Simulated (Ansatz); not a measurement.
Input (CCSDT(Q)/def2-TZVPP; Ansatz, an electronic-structure program):

Ansatz 0.2 input:
```yaml
crystal:
  periodic: [false, false, false]
  atoms:
    - {symbol: Ba, position_ang: [-0.00000000, -0.00000000, -0.30023527]}
    - {symbol: F, position_ang: [0.00000000, 0.00000000, 1.86813054]}
basis:
  gaussian:
    orbitals: def2-TZVPP
magnetization: {spin_polarized: true, initial_magnetization: 1}
correlation: {method: ccsdt_q, electrons: outside_noble_gas}
```

Output:

```
Functional definition: HF
integrals: 0.10 GiB planned
819 factors; integrals over basis functions are off by at most 1.6e-7 eV
mean field: 0.15 GiB planned
mean field evaluation 1: about -3389.3847 eV, gradient 2.8e1 eV
mean field evaluation 2: about -3389.3960 eV, gradient 2.8e1 eV
mean field evaluation 4: about -3392.3110 eV, gradient 1.4e0 eV
mean field evaluation 8: about -3392.3615 eV, gradient 1.2e-1 eV
mean field evaluation 16: about -3390.6993 eV, gradient 2.4e1 eV
mean field evaluation 32: about -3392.3622 eV, gradient 1.6e-6 eV
mean field evaluation 64: about -3390.6919 eV, gradient 2.7e-1 eV
mean field evaluation 96: about -3389.2844 eV, gradient 2.3e1 eV
mean field evaluation 128: about -3390.9852 eV, gradient 2.4e-1 eV
mean field -3392.36218427 eV, -124.6670108463 hartree, gradient 1.6e-6 eV, S^2 0.750435; 6 other end points of the search recorded, 0 dependent functions left out
determinant -3392.36218427 eV, -124.6670108463 hartree, with singles and doubles -3399.76934023 eV, -124.9392188069 hartree
determinant -3390.98969029 eV, -124.6165726230 hartree, with singles and doubles -3398.38818406 eV, -124.8884622540 hartree
determinant -3390.80491692 eV, -124.6097823266 hartree, with singles and doubles -3398.21652051 eV, -124.8821537349 hartree
determinant -3390.69207256 eV, -124.6056353730 hartree, with singles and doubles -3398.10836028 eV, -124.8781789198 hartree
5 core orbitals not correlated, not the lowest: weight in the atoms' cores, before any rotation towards them, 0.891 or more for the frozen orbitals, at most 0.098 for the correlated occupied ones
reference -3392.36218427 eV, -124.6670108463 hartree; 5, 4 occupied and 61, 62 virtual orbitals, 819 factors
second order -7.55162613 eV of doubles, -0.00000000 eV of singles
coupled cluster: 1.06 GiB planned
cycle   1  -7.24832772 eV  change    3.0e-1 eV  update   8.4e-2
cycle   2  -7.50729622 eV  change   -2.6e-1 eV  update   6.0e-2
cycle   3  -7.64291949 eV  change   -1.4e-1 eV  update   1.6e-2
cycle   4  -7.67630975 eV  change   -3.3e-2 eV  update   8.5e-3
cycle   5  -7.65489217 eV  change    2.1e-2 eV  update   4.5e-3
cycle   6  -7.64566299 eV  change    9.2e-3 eV  update   2.4e-3
cycle   7  -7.64823838 eV  change   -2.6e-3 eV  update   1.4e-3
cycle   8  -7.65094013 eV  change   -2.7e-3 eV  update   6.2e-4
cycle   9  -7.65099004 eV  change   -5.0e-5 eV  update   3.5e-4
cycle  10  -7.65069923 eV  change    2.9e-4 eV  update   1.1e-4
cycle  11  -7.65062230 eV  change    7.7e-5 eV  update   6.6e-5
cycle  12  -7.65052340 eV  change    9.9e-5 eV  update   3.2e-5
cycle  13  -7.65053794 eV  change   -1.5e-5 eV  update   1.3e-5
cycle  14  -7.65052534 eV  change    1.3e-5 eV  update   6.1e-6
cycle  15  -7.65052586 eV  change   -5.3e-7 eV  update   2.7e-6
cycle  16  -7.65052744 eV  change   -1.6e-6 eV  update   1.4e-6
cycle  17  -7.65052766 eV  change   -2.2e-7 eV  update   5.4e-7
perturbative correction -0.00997946 eV, -0.0003667384 hartree
Total energy: -3400.02269139 eV, -124.9485292904 hartree
```
